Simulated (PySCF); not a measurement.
Geometry:
```
atom   x (Å)   y (Å)   z (Å)
  N1   1.104  -0.790  -2.127
  C2   1.420  -1.145  -1.069
 Si3   1.832  -1.633   0.689
  O4   0.778  -0.839   1.671
 Si5  -0.273   0.443   1.532
  O6   0.478   1.621   0.677
 Si7   0.476   2.508  -0.737
  O8  -1.625  -0.048   0.751
 Si9  -2.325  -1.033  -0.394
 H10   1.647  -3.100   0.792
 H11   3.239  -1.229   0.931
 H12  -0.607   0.902   2.889
 H13   1.811   2.379  -1.383
 H14   0.226   3.937  -0.392
 H15  -0.595   2.018  -1.650
 H16  -2.316  -0.354  -1.720
 H17  -1.570  -2.319  -0.479
 H18  -3.727  -1.307   0.029
```

Geometry: PBE0-D3(BJ)/def2-SVP; GIAO absolute shieldings from PySCF 2.14.0 with density-fitted response routines, gas phase, non-relativistic, averaged over equivalent atoms.

At HF/pcSseg-1 (226 basis functions, 54 s wall time on 1 thread of an Arm Neoverse N1, shared host):
```json
{"atoms": "N1", "σ (ppm)": "-117.4"}
{"atoms": "C2", "σ (ppm)": "54.1"}
{"atoms": "Si7/Si9", "σ (ppm)": "434.8"}
{"atoms": "Si3", "σ (ppm)": "452.7"}
{"atoms": "Si5", "σ (ppm)": "468.3"}
{"atoms": "O4", "σ (ppm)": "291.3"}
{"atoms": "O6/O8", "σ (ppm)": "300.3"}
{"atoms": "H13/H14/H15/H16/H17/H18", "σ (ppm)": "27.03"}
{"atoms": "H10/H11", "σ (ppm)": "27.21"}
{"atoms": "H12", "σ (ppm)": "27.86"}
```

Estimate the result of repeating the calculation with PBE0/pcSseg-1.

Results:


```tsv
atoms	σ at PBE0/pcSseg-1	change
N1	-103.8	+13.6
C2	54.4	+0.3
Si7/Si9	386.5	-48.3
Si3	411.1	-41.6
Si5	422.8	-45.5
O4	267.3	-24.0
O6/O8	278.9	-21.4
H13/H14/H15/H16/H17/H18	26.04	-0.99
H10/H11	26.31	-0.90
H12	26.89	-0.97
```

The largest change is at Si7/Si9 (silicon bonded to O, 3 H). Cost: 226 basis functions, 99 s wall time on 1 thread of an Arm Neoverse N1, shared host.
